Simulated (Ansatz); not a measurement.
Z-matrix (Å, degrees):
```
Ge
S 1 2.217
Cl 1 2.167 2 110.3
H 1 1.553 2 105.8 3 115.8
H 2 1.344 1 93.9 3 52.5
```

Total charge 0; spin multiplicity 2.

List the CAM-B3LYP/def2-TZVPP orbital energies in eV (the Gaussian-basis code of Ansatz). (Best estimate.)

The calculation gave: α occupied: -10853.44, -2764.36, -2420.36, -1357.62, -1208.60, -1208.57, -1208.55, -259.11, -218.39, -198.19, -198.03, -198.01, -172.43, -162.96, -162.91, -162.77, -122.76, -122.72, -122.64, -36.33, -36.29, -36.24, -36.20, -36.19, -24.61, -22.59, -16.91, -13.40, -12.16, -11.70, -11.21, -10.41, -9.54, -7.78. α empty: 0.55, 1.08, 1.48, 2.00, 5.19, 5.31, 5.83, 6.22. β occupied: -10853.40, -2764.33, -2420.32, -1357.59, -1208.56, -1208.55, -1208.52, -259.09, -218.36, -198.13, -197.99, -197.99, -172.37, -162.93, -162.85, -162.73, -122.70, -122.65, -122.59, -36.27, -36.23, -36.16, -36.13, -36.11, -24.44, -22.40, -16.36, -13.24, -11.84, -11.39, -10.89, -10.16, -9.30. β empty: -2.64, 0.75, 1.26, 1.72, 2.37, 5.38, 5.56, 5.98. ⟨S²⟩ = 0.755.
